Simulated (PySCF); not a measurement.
**Radial density of Cl⁺ (chlorine, charge +1)**

M06-L, [Ne] 3s2 3p4, high-spin 3P determinant. All numbers are calculated (PySCF 2.14, scalar relativity by spin-free X2C-1e, in Sapporo-DZP-2012 (5s4p2d, 27 functions)).

```tsv
r (bohr)	4πr²ρ (e/bohr)	4πr²(ρα − ρβ)
0.00171	0.1093	0.0000
0.00287	0.3017	0.0000
0.00483	0.8043	0.0001
0.00813	2.023	0.0003
0.0137	4.757	0.0007
0.0230	9.804	0.0021
0.0387	16.44	0.0076
0.0651	19.57	0.0316
0.109	15.33	0.1178
0.184	14.18	0.2799
0.310	19.41	0.2637
0.521	11.13	-0.0136
0.876	3.599	0.6642
1.47	4.205	1.4038
2.48	1.176	0.4131
4.17	0.04249	0.0106
7.01	7.121e-05	0.0000
```

Densities and radii are taken from the X2C orbitals without a picture-change correction, which distorts them close to the nucleus.

(1) Where is the radial spin density 4πr²(ρα − ρβ) most negative, and why is it negative at all?

Results:

(1) Around r = 0.521 bohr, down to -0.0136 e/bohr: exchange with the open shell polarises the paired shells in an unrestricted calculation.
